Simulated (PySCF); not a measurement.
PySCF input for Al(F)(NCO)(OMe) (C2H3AlFNO2), SMILES C[O][Al]([F])[N]=C=O, PBE-D3(BJ)/def2-SVP. The structure is a stationary point at PBE-D3(BJ)/def2-SVP. The structure was generated by enumeration; whether it is a known compound was not checked. One conformer was computed; it need not be the lowest.

```python
import numpy as np
from pyscf import gto, scf, dft, df
from pyscf.hessian import thermo

mol = gto.M(
    atom='''
    Al    0.60922212    0.55992664    0.00000000
    F     2.24435210    0.86832220   -0.00000000
    N     0.04420620   -1.11824293    0.00000000
    C    -0.30349706   -2.28028473   -0.00000000
    O    -0.64980509   -3.40955532   -0.00000000
    O    -0.45078540    1.87731182    0.00000000
    C    -1.84518701    2.05314180   -0.00000000
    H    -2.16106207    2.63129347    0.89657388
    H    -2.16106207    2.63129346   -0.89657388
    H    -2.40954742    1.09197298   -0.00000000
    ''',
    basis='def2-SVP',
    charge=0,
    spin=0,
    max_memory=1600,
    verbose=3,
)
mf = dft.RKS(mol, xc='pbe').density_fit(auxbasis='def2-universal-jkfit')
mf.disp = 'd3bj'
mf.grids.level = 3
mf.conv_tol = 1e-11
mf.max_cycle = 100
mf.kernel()

# [left out here: the lines that compute and print the analytic Hessian (its translational invariance restored by hand, since the grid's response is missing), thermochemistry and intensities]
```

Log of the run:

```
converged SCF energy = -624.760557202618

WARN: DFTD3 does not support analytical Hessian, using finite difference


WARN: Mole.unit (angstrom) is changed to Bohr

Mode                                 0                   1                   2
Irrep
Freq [cm^-1]                       46.2769             77.8244             91.1639
Reduced mass [au]                   5.5692              1.2648              4.0217
Force const [Dyne/A]                0.0070              0.0045              0.0197
Char temp [K]                      66.5822            111.9720            131.1646
Normal mode                   x     y     z       x     y     z       x     y     z
       0  Al                -0.04 -0.01  0.00    0.00 -0.00  0.02   -0.00 -0.00 -0.04
       1   F                -0.04 -0.06 -0.00    0.00  0.00 -0.02   -0.00  0.00  0.09
       2   N                -0.08 -0.00  0.00    0.00 -0.00  0.09    0.00 -0.00 -0.17
       3   C                 0.03 -0.03 -0.00   -0.00 -0.00  0.01    0.00 -0.00 -0.03
       4   O                 0.13 -0.06 -0.00   -0.00  0.00 -0.07   -0.00 -0.00  0.09
       5   O                 0.01  0.03  0.00   -0.00 -0.00 -0.02   -0.00 -0.00 -0.02
       6   C                 0.03  0.15 -0.00   -0.00 -0.00  0.00    0.00  0.00  0.06
       7   H                 0.08  0.18 -0.00    0.08  0.43 -0.25    0.09  0.19 -0.03
       8   H                 0.08  0.18  0.00   -0.08 -0.43 -0.25   -0.09 -0.19 -0.03
       9   H                -0.06  0.20  0.00   -0.00  0.00  0.51   -0.00  0.00  0.32
Mode                                 3                   4                   5
Irrep
Freq [cm^-1]                       93.8789             98.3097            224.4635
Reduced mass [au]                   5.2413              3.9772             12.6802
Force const [Dyne/A]                0.0272              0.0226              0.3764
Char temp [K]                     135.0708            141.4457            322.9530
Normal mode                   x     y     z       x     y     z       x     y     z
       0  Al                 0.00  0.03 -0.00    0.00  0.00  0.02   -0.01  0.05 -0.00
       1   F                 0.02 -0.08  0.00    0.00 -0.00 -0.05    0.03 -0.16  0.00
       2   N                -0.13  0.07  0.00   -0.00  0.00 -0.07    0.11  0.02 -0.00
       3   C                -0.02  0.04  0.00   -0.00  0.00 -0.01    0.05  0.04  0.00
       4   O                 0.07  0.01 -0.00    0.00  0.00  0.04   -0.00  0.05 -0.00
       5   O                 0.04  0.07 -0.00    0.00  0.00  0.18   -0.08 -0.01 -0.00
       6   C                 0.00 -0.13  0.00    0.00 -0.00 -0.10   -0.08  0.02  0.00
       7   H                -0.08 -0.17  0.00   -0.16  0.13 -0.24   -0.06  0.03  0.00
       8   H                -0.08 -0.17 -0.00    0.16 -0.13 -0.24   -0.06  0.03 -0.00
       9   H                 0.14 -0.21  0.00    0.00 -0.00 -0.07   -0.10  0.03  0.00
Mode                                 6                   7                   8
Irrep
Freq [cm^-1]                      270.3926            272.1594            494.6537
Reduced mass [au]                   9.5875             19.8082             12.2278
Force const [Dyne/A]                0.4130              0.8645              1.7628
Char temp [K]                     389.0348            391.5768            711.6966
Normal mode                   x     y     z       x     y     z       x     y     z
       0  Al                -0.07  0.01  0.00    0.00 -0.00  0.15    0.04  0.06 -0.00
       1   F                -0.07 -0.02 -0.00    0.00  0.00 -0.07    0.10  0.01  0.00
       2   N                 0.11 -0.06 -0.00   -0.00  0.00 -0.10   -0.03 -0.07 -0.00
       3   C                 0.04 -0.04 -0.00   -0.00  0.00 -0.03   -0.03 -0.09  0.00
       4   O                -0.03 -0.02  0.00    0.00  0.00  0.02   -0.03 -0.11 -0.00
       5   O                 0.07  0.15 -0.00   -0.00 -0.00 -0.09   -0.04  0.09  0.00
       6   C                 0.04 -0.03 -0.00   -0.00  0.00 -0.00   -0.08  0.03 -0.00
       7   H                -0.03 -0.07  0.00    0.04  0.00  0.01   -0.10  0.01  0.00
       8   H                -0.03 -0.07 -0.00   -0.04 -0.00  0.01   -0.10  0.01 -0.00
       9   H                 0.16 -0.10  0.00   -0.00  0.00  0.02   -0.02 -0.00  0.00
Mode                                 9                  10                  11
Irrep
Freq [cm^-1]                      593.0859            602.8402            746.0340
Reduced mass [au]                  12.7196             12.7158             10.4177
Force const [Dyne/A]                2.6361              2.7227              3.4162
Char temp [K]                     853.3186            867.3528           1073.3768
Normal mode                   x     y     z       x     y     z       x     y     z
       0  Al                -0.00  0.00 -0.00    0.00  0.00  0.00   -0.01  0.14  0.00
       1   F                 0.00  0.00 -0.00   -0.00 -0.00  0.00   -0.05 -0.02 -0.00
       2   N                -0.09  0.03 -0.00   -0.00  0.00  0.10   -0.00 -0.01 -0.00
       3   C                 0.23 -0.07  0.00    0.00 -0.00 -0.24   -0.01 -0.04  0.00
       4   O                -0.09  0.03 -0.00   -0.00  0.00  0.09   -0.02 -0.06 -0.00
       5   O                -0.00  0.00  0.00   -0.00  0.00  0.00    0.00 -0.10 -0.00
       6   C                -0.00  0.00  0.00    0.00  0.00 -0.00    0.11 -0.03  0.00
       7   H                -0.00  0.00 -0.00   -0.00 -0.00 -0.00    0.15 -0.01 -0.00
       8   H                -0.00  0.00  0.00    0.00  0.00 -0.00    0.15 -0.01  0.00
       9   H                -0.00  0.00  0.00    0.00  0.00  0.00    0.05 -0.00 -0.00
Mode                                12                  13                  14
Irrep
Freq [cm^-1]                      904.2152           1139.6434           1146.0732
Reduced mass [au]                  17.3012              1.4306              1.2855
Force const [Dyne/A]                8.3343              1.0947              0.9949
Char temp [K]                    1300.9644           1639.6931           1648.9442
Normal mode                   x     y     z       x     y     z       x     y     z
       0  Al                 0.14  0.00  0.00    0.01 -0.01  0.00    0.00 -0.00 -0.00
       1   F                -0.15 -0.03  0.00   -0.00 -0.00 -0.00   -0.00 -0.00  0.00
       2   N                -0.00  0.00 -0.00   -0.00 -0.00 -0.00   -0.00  0.00  0.00
       3   C                -0.00 -0.01  0.00    0.00 -0.00  0.00   -0.00  0.00  0.00
       4   O                -0.00 -0.02 -0.00    0.00  0.00 -0.00   -0.00  0.00 -0.00
       5   O                 0.01  0.03  0.00   -0.07 -0.03  0.00   -0.00 -0.00 -0.05
       6   C                -0.06  0.02 -0.00    0.08  0.11 -0.00    0.00  0.00  0.13
       7   H                -0.07  0.01  0.00   -0.32 -0.20  0.07   -0.53  0.17 -0.16
       8   H                -0.07  0.01 -0.00   -0.32 -0.20 -0.07    0.53 -0.17 -0.16
       9   H                -0.03  0.00  0.00    0.59 -0.19  0.00    0.00 -0.00 -0.31
Mode                                15                  16                  17
Irrep
Freq [cm^-1]                     1212.9366           1421.6804           1425.6275
Reduced mass [au]                   6.6150              1.0389              1.0536
Force const [Dyne/A]                5.7340              1.2372              1.2616
Char temp [K]                    1745.1457           2045.4815           2051.1605
Normal mode                   x     y     z       x     y     z       x     y     z
       0  Al                -0.03  0.03  0.00    0.00 -0.00  0.00    0.00 -0.00 -0.00
       1   F                 0.01  0.00  0.00   -0.00 -0.00 -0.00   -0.00 -0.00  0.00
       2   N                 0.00  0.00  0.00   -0.00 -0.00  0.00   -0.00 -0.01 -0.00
       3   C                 0.00  0.00 -0.00   -0.00 -0.00 -0.00   -0.00 -0.00  0.00
       4   O                -0.00 -0.00  0.00    0.00  0.00  0.00    0.00  0.01  0.00
       5   O                 0.16 -0.09  0.00   -0.00  0.00  0.01   -0.02  0.02 -0.00
       6   C                -0.15  0.06 -0.00   -0.00  0.00  0.05   -0.02  0.05 -0.00
       7   H                -0.15 -0.07  0.07    0.38  0.31 -0.05    0.29 -0.45  0.41
       8   H                -0.15 -0.07 -0.07   -0.38 -0.31 -0.05    0.29 -0.45 -0.41
       9   H                 0.13 -0.08  0.00   -0.00  0.00 -0.69   -0.15  0.10  0.00
Mode                                18                  19                  20
Irrep
Freq [cm^-1]                     1432.2256           1469.0632           2388.9796
Reduced mass [au]                   1.1388             12.0493             12.7071
Force const [Dyne/A]                1.3763             15.3212             42.7288
Char temp [K]                    2060.6538           2113.6549           3437.2098
Normal mode                   x     y     z       x     y     z       x     y     z
       0  Al                -0.01  0.00 -0.00    0.01  0.03 -0.00    0.00  0.00  0.00
       1   F                 0.00 -0.00 -0.00   -0.00 -0.00  0.00    0.00  0.00 -0.00
       2   N                 0.01  0.03 -0.00   -0.06 -0.19  0.00   -0.03 -0.11 -0.00
       3   C                 0.00  0.00  0.00   -0.01 -0.03 -0.00    0.07  0.23  0.00
       4   O                -0.01 -0.02 -0.00    0.05  0.15  0.00   -0.03 -0.08 -0.00
       5   O                 0.03 -0.01  0.00    0.01 -0.00 -0.00   -0.00  0.00  0.00
       6   C                 0.09  0.00  0.00    0.01 -0.00  0.00    0.00 -0.00  0.00
       7   H                -0.42 -0.21 -0.03   -0.07 -0.01 -0.02   -0.00 -0.00 -0.01
       8   H                -0.42 -0.21  0.03   -0.07 -0.01  0.02   -0.00 -0.00  0.01
       9   H                -0.55  0.35 -0.00   -0.07  0.04 -0.00    0.00  0.00 -0.00
Mode                                21                  22                  23
Irrep
Freq [cm^-1]                     2919.0392           2997.6159           3010.2590
Reduced mass [au]                   1.0333              1.1039              1.1058
Force const [Dyne/A]                5.1872              5.8445              5.9039
Char temp [K]                    4199.8475           4312.9019           4331.0925
Normal mode                   x     y     z       x     y     z       x     y     z
       0  Al                -0.00  0.00  0.00   -0.00  0.00 -0.00    0.00 -0.00 -0.00
       1   F                 0.00 -0.00  0.00    0.00  0.00  0.00    0.00  0.00 -0.00
       2   N                -0.00 -0.00  0.00    0.00 -0.00  0.00    0.00  0.00  0.00
       3   C                 0.00  0.00 -0.00    0.00  0.00  0.00   -0.00 -0.00 -0.00
       4   O                -0.00 -0.00  0.00   -0.00 -0.00 -0.00   -0.00  0.00  0.00
       5   O                 0.00 -0.00  0.00    0.00  0.00  0.00   -0.00 -0.00  0.00
       6   C                 0.05  0.01 -0.00   -0.01 -0.09 -0.00    0.00  0.00 -0.09
       7   H                -0.13  0.26  0.39   -0.13  0.24  0.40   -0.17  0.36  0.54
       8   H                -0.13  0.26 -0.39   -0.13  0.24 -0.40    0.17 -0.36  0.54
       9   H                -0.34 -0.61 -0.00    0.32  0.57 -0.00   -0.00 -0.00 -0.02
temperature 298.1500 [K]
pressure 101325.00 [Pa]
Rotational constants [GHz] 2.92572 1.22226 0.86690
Symmetry number 1
Zero-point energy (ZPE) 0.05713 [Eh]   150002.394 [J/mol]
                           tot       elec      trans        rot        vib
Entropy [J/mol/K]       402.326      0.000    168.353    121.459    112.515
Cv [J/mol/K]            111.529      0.000     12.472     12.472     86.586
Cp [J/mol/K]            119.844      0.000     20.786     12.472     86.586
Internal energy [J/mol]                      3718.434   3718.434 165958.117
Internal energy [Eh]   -624.69451  -624.76056
Enthalpy [J/mol]                             6197.391   3718.434 165958.117
Enthalpy [Eh]          -624.69357
Gibbs free energy [J/mol]                  -43997.000 -32494.456 132411.892
Gibbs free energy [Eh] -624.73926
mode   freq/cm-1   IR/(km/mol)
   1       46.28         1.606
   2       77.82         0.173
   3       91.16         0.571
   4       93.88         1.861
   5       98.31         2.530
   6      224.46        34.515
   7      270.39        23.219
   8      272.16        86.418
   9      494.65        23.726
  10      593.09        23.028
  11      602.84        22.638
  12      746.03       191.282
  13      904.22        92.085
  14     1139.64        40.438
  15     1146.07         0.094
  16     1212.94       298.233
  17     1421.68         1.227
  18     1425.63         0.764
  19     1432.23        19.202
  20     1469.06        33.312
  21     2388.98      1156.679
  22     2919.04        83.082
  23     2997.62        42.997
  24     3010.26        31.026
max |gradient| / (hartree/bohr): 9.684929777092362e-05
APT charges: [ 1.8529 -0.6064 -1.1554  1.1504 -0.69   -0.9679  0.5765 -0.054  -0.054
 -0.0521]
```

Self-consistency was reached.
